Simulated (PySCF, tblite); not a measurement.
Isomers of C5H11NOSi3. Computed with GFN2-xTB (tblite): harmonic, unscaled wavenumbers at the GFN2-xTB geometry, gas phase. This tight-binding method is rough: wavenumbers can miss measured ones by several per cent, in bad cases by 10 to 20. Modes of hydrogen on silicon can be 10 to 20 % off. One conformer each.

Electronic energies: PBE0/pcSseg-1 single points on the GFN2-xTB geometries (PySCF, gas phase).

```json
{"SMILES": "N#C[Si@H]1C[Si@@H](C(=O)C[SiH3])C1", "electronic energy, lowest = 0 (kcal/mol)": "6.0"}
{"SMILES": "C=C(C)O[Si@@H]1[SiH2]C[Si@H]1C#N", "electronic energy, lowest = 0 (kcal/mol)": "0.0"}
{"SMILES": "N#C[Si@@H]1[C@H](C=O)C[Si@@H]1C[SiH3]", "electronic energy, lowest = 0 (kcal/mol)": "12.6"}
```

Q: How do GFN2-xTB zero-point energies change the relative energies?

A: 
```csv
SMILES,ZPE (kcal/mol),of it from modes above 1550 cm⁻¹,electronic (kcal/mol),"with ZPE, lowest = 0 (kcal/mol)",lowest mode (cm⁻¹),rings
C=C(C)O[Si@@H]1[SiH2]C[Si@H]1C#N,88.5,48.7,0.0,0.0,28,1
N#C[Si@H]1C[Si@@H](C(=O)C[SiH3])C1,86.7,47.8,6.0,4.2,15i,1
N#C[Si@@H]1[C@H](C=O)C[Si@@H]1C[SiH3],87.0,46.9,12.6,11.1,39,1
```

The zero-point energies span 1.8 kcal/mol, from `N#C[Si@H]1C[Si@@H](C(=O)C[SiH3])C1` to `C=C(C)O[Si@@H]1[SiH2]C[Si@H]1C#N`. Slightly imaginary modes are left out of the zero-point energy: `N#C[Si@H]1C[Si@@H](C(=O)C[SiH3])C1` 15.2i cm⁻¹. The order is unchanged.

Q: And how do the electronic energies of GFN2-xTB itself compare?

A: `C=C(C)O[Si@@H]1[SiH2]C[Si@H]1C#N` 0.0; `N#C[Si@H]1C[Si@@H](C(=O)C[SiH3])C1` 29.6; `N#C[Si@@H]1[C@H](C=O)C[Si@@H]1C[SiH3]` 27.3 kcal/mol, lowest = 0. Against the energies above, taken from the same isomer `C=C(C)O[Si@@H]1[SiH2]C[Si@H]1C#N`, the largest difference is 23.6 kcal/mol.
